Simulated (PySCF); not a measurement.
Static response to an electric field

Species: C6H7F3Si.
Geometry (PBE0-D3(BJ)/def2-SVP, Å), atoms numbered from 1 in this order:
```
atom  x, y, z in Å
C1     0.7049    1.9820    0.2560
C2    -0.0720    0.7134    0.0894
C3     0.3948   -0.5498   -0.0655
C4     1.8371   -0.9645   -0.1227
F5     2.1409   -1.4705   -1.3260
F6     2.0941   -1.9251    0.7755
F7     2.6855    0.0377    0.1121
C8    -0.6056   -1.6370   -0.2117
C9    -1.9091   -1.2952   -0.1739
Si10  -1.9571    0.5510    0.0724
H11    1.4015    2.1451   -0.5803
H12    1.3154    1.9609    1.1721
H13    0.0405    2.8552    0.3160
H14   -0.2548   -2.6665   -0.3429
H15   -2.7078   -2.0311   -0.2773
H16   -2.5629    0.9953    1.3656
H17   -2.5883    1.3296   -1.0367
```

Level: PBE0/def2-SVPD (PySCF), static field, nuclei fixed, core orbitals frozen in the response. The polarisability tensor in these axes (au):

```
x   111.67  -3.65  -0.45
y    -3.65 108.10   4.85
z    -0.45   4.85  71.94
```

**Question.** Give the principal values, the mean and the anisotropy Δα = √{½[(α1 − α2)² + (α2 − α3)² + (α1 − α3)²]}.

**Answer.** Principal values 71.30, 106.24 and 114.17 au; mean 97.24 au = 14.41 Å³ = 16.03 × 10⁻⁴⁰ C²·m²/J; Δα = 39.50 au (41 % of the mean).

**Question.** What is the dipole moment, and where does it point?

**Answer.** (-1.80, 1.07, 0.14) D, 2.10 D in size, pointing from the negative to the positive side. Measured along this direction, the outermost atoms are F6 and F5 at the negative end and H17 and H16 at the positive end.

**Question.** Give the eigenvalues of the traceless quadrupole moment Θ = ½Σq(3rr − r²1), origin at the centre of nuclear charge.

**Answer.** -3.90, -3.47, 7.37 D·Å. The values depend on the origin, since the dipole doesn't vanish. The electronic extent ⟨r²⟩ about the same centre is 1664 bohr², a root-mean-square distance of 2.36 Å for the 84 electrons.

**Question.** Rayleigh depolarisation ratio (linearly polarised light, static tensor)?

**Answer.** ρ = 3Δα²/(45ᾱ² + 4Δα²) = 4681.1/(425478 + 6241.5) = 0.0108.

**Question.** Give the principal axes and the span of the nuclei along them.

**Answer.** Largest value along (0.83, -0.56, -0.07), where the nuclei span 5.55 Å; middle along (0.56, 0.82, 0.11), 5.70 Å; least along (0.00, -0.13, 0.99), 2.43 Å. 

**Question.** Refractivity n − 1 of an ideal gas of it at 273.15 K and 1 atm, from the electronic α?

**Answer.** N = p/kT = 2.6868 × 10¹⁹ cm⁻³, so n − 1 = 2π × N × 14.41 × 10⁻²⁴ cm³ = 2432 × 10⁻⁶ at long wavelengths, for an ideal gas.

**Question.** Estimate the molar refractivity from the static electronic polarisability.

**Answer.** Lorentz–Lorenz: R = (4π/3)N_A α = 2.5225 cm³/(mol·Å³) × 14.41 Å³ = 36.3 cm³/mol, in the limit of long wavelengths.

Geometry: PBE0-D3(BJ)/def2-SVP; no solvent, vibrations or thermal averaging.
